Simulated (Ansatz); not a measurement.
`C[Se][SiH3]` + `COC(C)C` → `C[SiH2][Se]C` + `CCOC` at 298.15 K and 1 bar (formal exchange of groups at the Si–H bond).

Calculated with Ansatz (gas phase, PBE0-D4/def2-TZVP geometries, no zero-point term in ΔE). CCSD(T)/CBS adds triple-zeta CCSD(T) − MP2 to the extrapolated MP2 energy (def2 sets, frozen cores). For Se outer-core shells are correlated without core-valence functions, which leaves a few kJ/mol of doubt a bond. Scalar relativity is left out up to krypton. Each species was taken in one conformer, which may not be the lowest.

| species | CCSD(T)/CBS energy (Eh) | H − E (kJ/mol) | S (J/(mol·K)) |
| --- | --- | --- | --- |
| `C[Se][SiH3]` | -2731.45956 | 182.9 | 327.5 |
| `COC(C)C` | -233.39375 | 377.9 | 331.8 |
| `C[SiH2][Se]C` | -2770.73796 | 263.7 | 364.9 |
| `CCOC` | -194.12862 | 301.2 | 301.7 |

H − E and S are ideal-gas, rigid-rotor, harmonic terms from PBE0-D4/def2-TZVP, for one conformer and one mirror image of each species. 1 Eh = 2625.50 kJ/mol, R = 8.31446 J/(mol·K).

By hand: ΔE, ΔH, ΔS and ΔG.

ΔE = (-2770.73796) + (-194.12862) − (-2731.45956) − (-233.39375) = -0.01327 Eh = -34.8 kJ/mol. Δ(H − E) = 263.7 + 301.2 − 182.9 − 377.9 = 4.1, so ΔH = -30.7 kJ/mol. ΔS = 364.9 + 301.7 − 327.5 − 331.8 = 7.3 J/(mol·K). ΔG = -30.7 − 298.15 × (7.3)/1000 = -32.9 kJ/mol.

By hand: the equilibrium constant, and the temperature at which ΔG would vanish if ΔH and ΔS stayed fixed.

log₁₀ K = −ΔG/(RT ln 10) = 5.8. ΔH and −TΔS have one sign here, so there is no such temperature.

The number of gas molecules stays the same, so ΔS is small and ΔH decides. A doubt of 5 kJ/mol in ΔE shifts log₁₀ K by 0.9 here. Other conformers and mirror images would add mixing entropy, several J/(mol·K) or more a flexible species. Modes under 60 cm⁻¹, often nearly free rotors, make the harmonic entropy too high. These are equilibria of isolated gas molecules and say nothing of rates. Largest T1 diagnostic: 0.010 (customary marks: 0.02 for closed shells, 0.045 for open ones).

ΔS is within the doubt of such terms, so its sign, and with it that verdict, could turn.
